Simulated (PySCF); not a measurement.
HgCl₂, SMILES [Cl][Hg][Cl].

Coordinates come from a B3LYP-D3(BJ)/def2-TZVP optimisation. The isomer is the one that the SMILES or the coordinates give; other isomers of the formula were not compared. The def2 effective core potentials stand for the cores of Hg; spin–orbit coupling is left out.

Method: PySCF with TDDFT-PBE/def2-SVPD.

Vertical excitations; the highest root listed may be one member of a degenerate set. Isolated molecule, no solvent. State labels are in the subgroup D2h.

| state | symmetry | energy (eV) | λ (nm) | f | main pairs |
|---|---|---|---|---|---|
| S1 | B2g | 4.27 | 291 | 0.000 | HOMO−1→LUMO (degenerate set) |
| S2 | B3g | 4.27 | 291 | 0.000 | HOMO→LUMO (degenerate set) |
| S3 | B2u | 4.83 | 257 | 0.011 | HOMO−3→LUMO (degenerate set) |
| S4 | B3u | 4.83 | 257 | 0.011 | HOMO−2→LUMO (degenerate set) |
| S5 | B1u | 6.35 | 195 | 0.068 | HOMO−4→LUMO 42 %, HOMO−1→LUMO+2 29 %, HOMO→LUMO+1 29 % |
| S6 | Au | 6.48 | 191 | 0.000 | HOMO→LUMO+2 50 %, HOMO−1→LUMO+1 50 % |
| S7 | B1u | 6.52 | 190 | 0.000 | HOMO→LUMO+1, HOMO−1→LUMO+2 (degenerate set) |
| S8 | Au | 6.52 | 190 | 0.000 | HOMO−1→LUMO+1, HOMO→LUMO+2 (degenerate set) |
| S9 | Ag | 6.81 | 182 | 0.000 | HOMO−5→LUMO 70 %, HOMO−3→LUMO+1 15 %, HOMO−2→LUMO+2 15 % |
| S10 | B1g | 7.05 | 176 | 0.000 | HOMO−3→LUMO+2 50 %, HOMO−2→LUMO+1 50 % |
| T1 | B2g | 3.85 | 322 | 0 | HOMO−1→LUMO (degenerate set) |
| T2 | B3g | 3.85 | 322 | 0 | HOMO→LUMO (degenerate set) |
| T3 | B2u | 4.41 | 281 | 0 | HOMO−3→LUMO (degenerate set) |
| T4 | B3u | 4.41 | 281 | 0 | HOMO−2→LUMO (degenerate set) |
Triplets are in the Tamm–Dancoff approximation, which puts them higher than full response would, so one can lie above its singlet here.
